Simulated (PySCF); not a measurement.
**PbH3: one-bond stretch**

Method: UPBE0/[Pb def2-TZVP with ECP60, H def2-TZVP], scalar-relativistic core potentials, density fitting, no spin–orbit coupling, PySCF.

Rigid scan from the doublet minimum (Pb–H 1.779 Å (×3); H–Pb–H 108.9° (×3)). Coordinate: the bond from Pb to the last atom (H) scaled, the rest fixed. Energies in kJ/mol from the minimum.

Problem. Predict the curve at 0.92, 0.96, 1.00, 1.05, 1.12, 1.20, 1.35, 1.55, 1.80, 2.20.

Solution. 
```tsv
scale of one bond	E (kJ/mol)	dipole size (D)	⟨S²⟩
0.92	13.5	0.52	0.75
0.96	3.0	0.50	0.75
1.00	0.0	0.53	0.75
1.05	3.8	0.63	0.75
1.12	18.6	0.84	0.75
1.20	43.1	1.10	0.76
1.35	94.5	1.43	0.78
1.55	143.4	–	0.84
1.80	164.6	–	0.78
2.20	168.9	–	0.75
```

Spin–orbit coupling, left out here, can matter for elements this heavy.

Other isomers or separated fragments may lie lower.

The scan took roughly 100 core-seconds on a shared host.
